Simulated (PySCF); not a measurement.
An unknown is described by computed data only.

Formula: C4H15NOSi3.

| Quantity | Value |
| --- | --- |
| Dipole | 1.43 D [PBE0/pcSseg-1] |
| 13C NMR | chemical shifts (computed TMS as zero) by class: 53.5 (2 C), 28.8 (2 C) ppm [GIAO PBE0/pcSseg-1] |
| Rotational structure | rotational constants A, B, C: 2.890, 0.371, 0.348 GHz [GFN2-xTB] |
| 1H NMR | chemical shifts (computed TMS as zero) by class: 5.76 (2 H), 5.09 (2 H), 5.00 (3 H), 2.73 (4 H), 1.67 (4 H) ppm [GIAO PBE0/pcSseg-1] |
| NMR, other nuclei | isotropic shieldings of nuclei other than C and H, by class: 231 (1 N), 357 (1 O), 380 (1 Si), 393 (1 Si), 411 (1 Si) ppm [GIAO PBE0/pcSseg-1] |

The electronic properties come from PySCF, for the isolated species, density fitting. Levels stand in brackets. One conformer (not necessarily the lowest) at the GFN2-xTB geometry, without solvent, vibrations or thermal averaging. NMR classes are plain means over equivalent atoms (diastereotopic ones count apart unless rotation or inversion swaps them), as if these changed places fast.

Task: What is the compound? Reason from the data.

Result: Numbering: `[SiH3:1][O:2][SiH2:3][SiH2:4][N:5]1[CH2:6][CH2:7][CH2:8][CH2:9]1`. Its formula, C4H15NOSi3, gives 1 degree of unsaturation: 1 ring and 0 π bonds in the structure found. 4 carbons fall into 2 classes; from least to most shielded: ring sp3 carbon bound to nitrogen [C6/C9] (53.5 ppm, 2 C, up to 2.2 ppm apart in this geometry), ring CH2 carbon [C7/C8] (28.8 ppm, 2 C, up to 4.3 ppm apart in this geometry). Hydrogen classes from least to most shielded: 2 H on an oxygen-bound silicon, Si3 (5.76 ppm), 2 H on an SiH2 silicon, Si4 (5.09 ppm), 3 H on an oxygen-bound silicon, Si1 (5.00 ppm), 4 H on 2 like atoms (sp3 carbon bound to nitrogen), C6/C9 (2.73 ppm, a mean of values up to 0.8 ppm apart in this geometry), 4 H on 2 ring CH2 carbons, C7/C8 (1.67 ppm). The other shieldings belong to: 231 ppm, silicon-bound nitrogen [N5]; 357 ppm, siloxane oxygen [O2]; 380 ppm, oxygen-bound silicon [Si3]; 393 ppm, oxygen-bound silicon [Si1]; 411 ppm, SiH2 silicon [Si4]. The optimised geometry has point group C1 and is an asymmetric top. Structure: `[SiH3]O[SiH2][SiH2]N1CCCC1`. Computed isomers that give other values at the same levels: `CO[C@@H]1[SiH2]C[SiH2]C[Si@H]1N` (13C chemical shifts (computed TMS as zero) by class: 68.9 (1 C), 63.4 (1 C), -2.2 (1 C), -10.5 (1 C) ppm); `CO[C@@H]1[SiH2]C[SiH2]C[Si@@H]1N` (13C chemical shifts (computed TMS as zero) by class: 66.7 (1 C), 62.4 (1 C), -0.2 (1 C), -12.4 (1 C) ppm); `CN[Si@@H]1C[SiH2]C[Si@H](O)C1` (13C chemical shifts (computed TMS as zero) by class: 30.7 (1 C), 7.2 (1 C), 1.8 (1 C), -4.3 (1 C) ppm). The assignments are read from this structure; whether some other isomer fits the data as well wasn't checked.
